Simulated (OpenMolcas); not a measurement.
**How methods differ on C2H5AlF (SMILES [CH2][Al]([CH3])[F])**

C2H5AlF: 9 atoms, total charge 0, spin state doublet. As SMILES, `[CH2][Al]([CH3])[F]`. The shape is that of a PBE0-D4/def2-TZVP optimisation. This is one conformer, not always the lowest.

Each level gives the vertical ionisation energy (to the singlet cation) (eV). The values are calculated.

| level | kind | program | value (eV) | less CCSD(T)/def2-SVP | CPU time (all runs) |
| --- | --- | --- | --- | --- | --- |
| USVWN5/def2-SVP | LDA | OpenMolcas | 9.75 | +0.27 | 82 s |
| U-revPBE/def2-SVP | GGA | OpenMolcas | 9.63 | +0.15 | 2.4 min |
| UPBE/def2-SVP | GGA | OpenMolcas | 9.68 | +0.20 | 1.9 min |
| U-r2SCAN/def2-SVP | meta-GGA | OpenMolcas | 10.00 | +0.52 | 1.8 min |
| UTPSS/def2-SVP | meta-GGA | OpenMolcas | 9.73 | +0.25 | 2 min |
| UB3LYP/def2-SVP | global hybrid | OpenMolcas | 9.78 | +0.30 | 91 s |
| UBHLYP/def2-SVP | global hybrid | OpenMolcas | 9.67 | +0.19 | 75 s |
| ROCCSD(T)/def2-SVP | coupled cluster or CI | OpenMolcas | 9.48 | 0.00 | 1.8 min |

ROCCSD(T)/def2-SVP is the highest level here, not the true value. The values span 9.48 to 10.00 eV. CPU times are rough (shared hosts, several kinds of processor and program).
